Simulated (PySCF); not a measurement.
A structure optimised at B3LYP-D3(BJ)/def2-TZVP, used in a PySCF frequency run:

```xyz
5

Sn     0.0000     0.0000     1.3415
I      0.0000     0.0000    -1.3698
H      1.4122     0.8153     1.8416
H     -1.4122     0.8153     1.8416
H      0.0000    -1.6306     1.8416
```
Charge 0, spin multiplicity 1.

Write its SMILES, formula and point group.

[SnH3][I], H3ISn, C3v

What are its rotational constants (standard atomic weights)?

62.852, 1.0853, 1.0853 GHz
